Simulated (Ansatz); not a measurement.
Gas-phase electronic energies from Ansatz, PBE0-D4/def2-TZVP geometries. CBS: MP2 limit from def2 TZ/QZ plus the TZ coupled-cluster correction, frozen cores. DFT in def2-TZVPP. Each species was taken in one conformer, which may not be the lowest.

Consider the formal exchange of groups at a B–C bond: `CC(F)BF` + `OC([SiH3])Cl` → `OC([SiH3])BF` + `CC(F)Cl`.

`CC(F)BF`:

Cartesian coordinates in Å:
```
C -0.557 0.475 -0.931
C 0.590 -0.037 -0.080
F 1.520 0.988 0.101
B 0.121 -0.602 1.310
F -0.700 -1.640 1.305
H -0.183 0.844 -1.888
H -1.083 1.291 -0.431
H -1.270 -0.330 -1.123
H 1.109 -0.838 -0.629
H 0.454 -0.151 2.367
```

`OC([SiH3])Cl`:

Z-matrix (Å, degrees):
```
C
Si 1 1.902
Cl 1 1.826 2 106.8
O 1 1.378 2 109.8 3 -121.4
H 1 1.094 2 112.4 3 112.4
H 2 1.481 1 108.6 3 60.8
H 2 1.483 1 107.9 3 -59.7
H 2 1.486 1 108.9 3 -178.8
H 4 0.963 1 109.7 2 -175.5
```

`OC([SiH3])BF`:

Z-matrix (Å, degrees):
```
C
Si 1 1.913
B 1 1.547 2 106.9
O 1 1.417 2 110.7 3 124.4
H 1 1.105 2 104.7 3 -113.7
H 2 1.486 1 111.4 3 68.1
H 2 1.490 1 106.0 3 -172.8
H 2 1.485 1 111.0 3 -54.8
F 3 1.320 1 121.4 2 112.5
H 3 1.201 1 120.6 2 -64.9
H 4 0.961 1 109.0 2 54.8
```

`CC(F)Cl`:

Z-matrix (Å, degrees):
```
C
C 1 1.499
H 1 1.090 2 110.2
H 1 1.092 2 109.1 3 119.8
H 1 1.090 2 110.0 3 -120.4
F 2 1.363 1 110.1 3 -179.0
Cl 2 1.783 1 111.1 3 60.8
H 2 1.091 1 113.3 3 -58.2
```

| level | ΔE (kJ/mol) |
| --- | --- |
| PBE0-D4 | -18.0 |
| ωB97X-V | -14.2 |
| PBE | -18.5 |
| PBE0 | -17.7 |
| SCS-MP2/def2-TZVPP | -13.7 |
| CCSD(T)/def2-TZVPP | -15.2 |
| MP2/def2-QZVPP | -16.0 |
| SCS-MP2/def2-QZVPP | -13.0 |

(1) What does CCSD(T)/CBS give? (Best estimate.)

Largest T1 diagnostic among the species: 0.013.

Answers

(1) The calculation gave: -13.9 kJ/mol. The listed levels differ from it by -4.1, -0.3, -4.6, -3.8, 0.2, -1.3, -2.1, 0.9 kJ/mol.

In def2-TZVPP, CCSD(T) changes the Hartree–Fock value by −9.4 kJ/mol (the triples alone add −1.3 kJ/mol) and MP2 by −10.9 kJ/mol.
